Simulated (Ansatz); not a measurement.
Reaction (ligand exchange at the Si–S bond): `[CH3][SnH2][SiH2]S` + HCl → `[CH3][SnH2][SiH2]Cl` + H₂S

Computed with Ansatz on PBE0-D4/def2-TZVP structures; ΔE is electronic, products minus reactants. CCSD(T)/CBS is the MP2 limit (def2-TZVPP, def2-QZVPP) plus CCSD(T) − MP2 in def2-TZVPP, frozen cores. This one scheme is used for every species. Elements past krypton have def2 core potentials. For Sn outer-core shells are correlated without core-valence functions, which leaves a few kJ/mol of doubt a bond. One conformer a species, not always the lowest.

`[CH3][SnH2][SiH2]S`:

```xyz
12

C    -0.974   -1.724    0.626
Sn    0.597   -0.297    0.917
Si    0.135    1.781   -0.515
S     0.011    1.223   -2.588
H    -1.907   -1.335    1.033
H    -0.727   -2.659    1.129
H    -1.100   -1.911   -0.440
H     2.084   -0.983    0.409
H     0.737    0.093    2.579
H    -1.208    2.348   -0.226
H     1.146    2.853   -0.306
H     1.206    0.609   -2.618
```

HCl:

```xyz
2

Cl    0.170   -0.607   -0.107
H    -0.170    0.607    0.107
```

`[CH3][SnH2][SiH2]Cl`:

```xyz
11

C     1.232    0.218   -1.449
Sn    0.674   -0.607    0.447
Si   -1.718    0.132    1.014
Cl   -1.860    2.168    0.667
H     2.277   -0.010   -1.659
H     0.608   -0.206   -2.236
H     1.096    1.299   -1.428
H     1.743   -0.049    1.661
H     0.766   -2.316    0.398
H    -2.731   -0.528    0.151
H    -2.087   -0.102    2.434
```

H₂S:

Cartesian coordinates in Å:
```
S -0.542 -0.081 -0.288
H -0.187 0.078 0.995
H 0.729 0.003 -0.707
```

```tsv
species	CCSD(T)/CBS(def2) energy (Eh)
`[CH3][SnH2][SiH2]S`	-943.76693
HCl	-460.38127
`[CH3][SnH2][SiH2]Cl`	-1005.18836
H₂S	-398.97279
```

(1) Work out ΔE.

Largest T1 diagnostic among the species: 0.012.

Results:

(1) ΔE = (-1005.18836) + (-398.97279) − (-943.76693) − (-460.38127) = -0.01295 Eh = -34.0 kJ/mol.

In def2-TZVPP, CCSD(T) changes the Hartree–Fock value by +12.8 kJ/mol (the triples alone add +2.1 kJ/mol) and MP2 by +12.9 kJ/mol. The D4 term adds +3.0 kJ/mol with B3LYP and +1.7 kJ/mol with PBE0; it sums over pairs of atoms, weighted by their polarisabilities, and B3LYP, whose exchange is more repulsive, gets the larger term.

B3LYP here is the variant with VWN-RPA as its local correlation; programs differ in this.
